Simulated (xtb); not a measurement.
Mo(O)(S)(Cl)(SH) (ClHMoOS₂), SMILES [O]=[Mo](=[S])([SH])[Cl], multiplicity 1. All values are semi-empirical tight-binding results from xtb (GFN2-xTB unless named), good for trends rather than for accurate numbers. The structure is a stationary point at GFN2-xTB. The spin state was assumed, not searched. The structure was generated by enumeration; whether it is a known compound was not checked. One conformer was computed; it need not be the lowest.

Optimised geometry:

Bonds (Å): Mo1–O2 1.640, Mo1–S3 2.145, Mo1–Cl4 2.145, Mo1–S5 2.334, S5–H6 1.341. Angles (°): O2–Mo1–S3 113.4, O2–Mo1–Cl4 115.2, O2–Mo1–S5 103.1, S3–Mo1–Cl4 108.9, S3–Mo1–S5 104.9, Cl4–Mo1–S5 110.8, Mo1–S5–H6 98.9.

For metal compounds this method's bond lengths and energies can be far off.

```json
{
  "orbital_gap": "2.05 eV",
  "zero_point_energy": "8.5 kcal/mol",
  "G − E(el) at 298.15 K (modified RRHO)": "-13.1 kcal/mol"
}
```

**Question.** Give the atomic charges and the Wiberg bond orders between heavy atoms. (An estimate is asked for; the answer gives what the named calculation found.)

**Answer.** charges (e) Mo1 0.75, O2 -0.43, S3 -0.27, Cl4 -0.10, S5 -0.17, H6 0.22. Bond orders Mo1–O2 2.14, Mo1–S3 2.18, Mo1–Cl4 1.29, Mo1–S5 1.36.
